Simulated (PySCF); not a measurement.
Radial density of Yb⁵⁵⁺ (ytterbium, charge +55)

BHandHLYP, [Ne] 3s2 3p3, high-spin 4S determinant. All numbers are calculated (PySCF 2.14, the spin-free X2C one-electron Hamiltonian (Gaussian nucleus), in an even-tempered Gaussian basis (17 s from 14 bohr⁻², ratio 2.5; 12 p from 18 bohr⁻², ratio 2.5; 4 d from 72 bohr⁻², ratio 2.7; 4 f from 110 bohr⁻², ratio 2.7)).

```
r (bohr)  4πr²ρ (e/bohr)  4πr²(ρα − ρβ)
  0.0144           94.99         1.2965
  0.0242           79.86         4.1450
  0.0407           96.80         7.4254
  0.0684           106.3         2.5886
   0.115           42.12         4.5936
   0.194           33.93        18.9802
   0.326           5.091         3.0233
   0.548         0.02651         0.0136
```

Densities and radii are taken from the X2C orbitals without a picture-change correction, which distorts them close to the nucleus.

Spin-orbit coupling, which splits the p, d and f shells strongly at this Z, is absent. Spin-orbit coupling is strong in this species (close to jj coupling), so the high-spin LS determinant is a model state, not a physical level.
